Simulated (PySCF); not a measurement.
The numbers are results of CAM-B3LYP-D3(BJ)/def2-TZVP (PySCF), not measurements. Gas-phase values, no solvent. One relaxed conformer stands for a flexible species; it need not be the lowest. Excitations are Tamm–Dancoff values on a coarser integration grid. The basis has no diffuse functions, so Rydberg states are missing or too high.

Reference species (SMILES): `B/C=C\CC#N` (neutral, multiplicity 1).

The S1 excitation (TDA) comes out as 5.29 eV. The HOMO is -10.05 eV.

Changed species: `B/C(C#N)=C/C`.

Q: Give the shifts of the S1 excitation (TDA) and HOMO.

A: the S1 excitation (TDA) rises by 0.33 eV, to 5.62 eV; the HOMO increases by 0.46 eV, to -9.59 eV.
